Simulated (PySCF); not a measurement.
## C₆ coefficients of unlike pairs at PBE

Calculated with PySCF 2.14 from the dipole response of each species, C₆(A,B) = (3/π) ∫ α_A(iu) α_B(iu) du, in atomic units, from isotropic polarisabilities. For ions this is the dispersion term alone; charge-induced terms of lower order in 1/R come first.

```tsv
species	configuration	basis	relativity	α (bohr³)	C₆ (like pair)
Ag	[Kr] 4d10 5s1 (2S)	def2-QZVPPD with the def2 core potential (28 electrons) (7s5p4d4f2g)	core potential	47.05	372.5
F⁺	[He] 2s2 2p4 (3P)	aug-cc-pCVQZ-DK (9s8p6d4f2g)	spin-free X2C	1.889	3.544
P	[Ne] 3s2 3p3 (4S)	aug-cc-pVDZ-DK (5s4p2d)	spin-free X2C	26.12	197.2
S²⁺	[Ne] 3s2 3p2 (3P)	dyall-av2z (13s9p2d)	none	7.328	26.85
```

**Question.** Estimate C₆ for S²⁺ with F⁺.

**Answer.** The integral gives 9.149. The combination rule 2 C_A C_B / (C_A α_B/α_A + C_B α_A/α_B) gives 9.207 and the geometric mean 9.754.

No spin-orbit coupling is included.

The other pairs:

| pair | C₆ |
| --- | --- |
| F⁺, Ag | 29.60 |
| S²⁺, Ag | 92.82 |
| S²⁺, P | 70.47 |
| P, Ag | 265.3 |
| P, F⁺ | 22.22 |
